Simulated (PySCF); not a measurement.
Finite-field polarisability of Ag (silver, neutral)

[Kr] 4d10 5s1, 2S determinant. Computed with PySCF 2.14 in aug-cc-pwCVDZ-PP with ECP28MDF, with scalar relativity through the core potential. Frozen: 4s2 4p6. Energy changes in a uniform field (μhartree):

```json
{"axis": "x", "F (au)": "0.0016", "HF": "-106.050", "MP2": "-45.809", "CCSD": "-72.306", "CCSD(T)": "-68.520"}
{"axis": "x", "F (au)": "0.0032", "HF": "-424.356", "MP2": "-183.944", "CCSD": "-289.415", "CCSD(T)": "-274.292"}
```

Derive α along x at CCSD(T) from the two fields.

With ΔE = −αF²/2 − γF⁴/24, α = −(16 ΔE(F) − ΔE(2F))/(6F²) = 53.52 bohr³.

And the mean polarisability at each level?

HF 82.84, MP2 35.74, CCSD 56.48, CCSD(T) 53.52 bohr³. Reference: 55 ± 8 bohr³ (recommended; Schwerdtfeger and Nagle, table of static dipole polarizabilities (2023 update)).

A double-zeta set is small for polarisabilities.
